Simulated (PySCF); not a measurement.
THF cation (C4H8O), SMILES C1CCOC1 (connectivity only; charge and spin as stated), charge +1, multiplicity 2.

The structure is a stationary point at PBE-D3(BJ)/def2-SVP. The multiplicity is an assumed one; no other spin state was optimised. The values are those of a single conformer.

The numbers are results of PySCF with PBE-D3(BJ)/def2-SVP, not measurements.

No scaling factor is applied to the harmonic values.

| mode | ν (cm⁻¹) | IR (km/mol) | moving atoms (share of kinetic energy) |
|---|---|---|---|
| 1 | 196 | 2.3 | H 65 %, C 35 % |
| 2 | 232 | 33.5 | H 49 %, O 33 %, C 17 % |
| 3 | 561 | 5.2 | H 61 %, C 35 % |
| 4 | 618 | 15.2 | H 65 %, C 25 %, O 10 % |
| 5 | 748 | 167.9 | C 42 %, H 32 %, O 26 % |
| 6 | 766 | 1.0 | C 43 %, O 36 %, H 21 % |
| 7 | 829 | 33.8 | C 65 %, H 35 % |
| 8 | 871 | 42.5 | H 59 %, C 28 %, O 13 % |
| 9 | 886 | 15.5 | C 59 %, O 21 %, H 20 % |
| 10 | 914 | 6.0 | C 68 %, H 31 % |
| 11 | 949 | 32.1 | H 48 %, C 47 % |
| 12 | 968 | 0.7 | H 77 %, C 21 % |
| 13 | 1008 | 7.7 | H 50 %, C 49 % |
| 14 | 1069 | 18.1 | H 71 %, C 28 % |
| 15 | 1071 | 6.9 | H 90 % |
| 16 | 1119 | 9.3 | H 76 %, C 20 % |
| 17 | 1158 | 17.8 | H 67 %, C 31 % |
| 18 | 1220 | 21.7 | H 74 %, C 26 % |
| 19 | 1253 | 0.0 | H 88 %, C 11 % |
| 20 | 1271 | 0.3 | H 70 %, C 29 % |
| 21 | 1275 | 84.9 | H 70 %, C 25 % |
| 22 | 1282 | 119.5 | H 72 %, C 19 %, O 10 % |
| 23 | 1311 | 5.0 | H 70 %, C 28 % |
| 24 | 1393 | 21.3 | H 92 % |
| 25 | 1408 | 17.2 | H 90 %, C 10 % |
| 26 | 2753 | 319.5 | H 94 % |
| 27 | 2787 | 7.0 | H 93 % |
| 28 | 2942 | 124.3 | H 92 % |
| 29 | 2952 | 1.8 | H 93 % |
| 30 | 2991 | 10.3 | H 94 % |
| 31 | 2995 | 4.9 | H 93 % |
| 32 | 3088 | 1.6 | H 91 %, C 9 % |
| 33 | 3091 | 3.6 | H 91 %, C 9 % |
